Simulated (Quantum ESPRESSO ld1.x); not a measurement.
Results of a calculation; reference values are marked as such.
Q: All-electron atom: Ag I in [Kr] 4d10 5s1 (the NIST ground configuration). Level of theory: Dirac Kohn-Sham, PBE, spin-unpolarised, spherical densities, point nucleus (ld1.x of Quantum ESPRESSO 7.5). Some entries of the table are withheld. Estimate them.

orbital  occ.  eigenvalue (hartree)  <r^2> (bohr^2)
1s1/2       2              -930.330        0.001308
2s1/2       2              -136.941         0.02140
2p1/2       2                   (1)         0.01600
2p3/2       4                   (2)         0.01732
3s1/2       2              -25.1064          0.1553
3p1/2       2              -21.2538             (3)
3p3/2       4              -20.1167             (4)
3d3/2       4              -13.2988             (5)
3d5/2       6              -13.0698             (6)
4s1/2       2              -3.49099          0.9435
4p1/2       2              -2.28008           1.101
4p3/2       4              -2.09323           1.174
4d3/2       4              -0.28599           2.449
4d5/2       6              -0.26553           2.551
5s1/2       1              -0.16192             (7)

A: 
(1) 2p1/2 eigenvalue (hartree): -127.255
(2) 2p3/2 eigenvalue (hartree): -120.811
(3) 3p1/2 <r^2> (bohr^2): 0.1507
(4) 3p3/2 <r^2> (bohr^2): 0.1598
(5) 3d3/2 <r^2> (bohr^2): 0.1409
(6) 3d5/2 <r^2> (bohr^2): 0.1436
(7) 5s1/2 <r^2> (bohr^2): 11.72
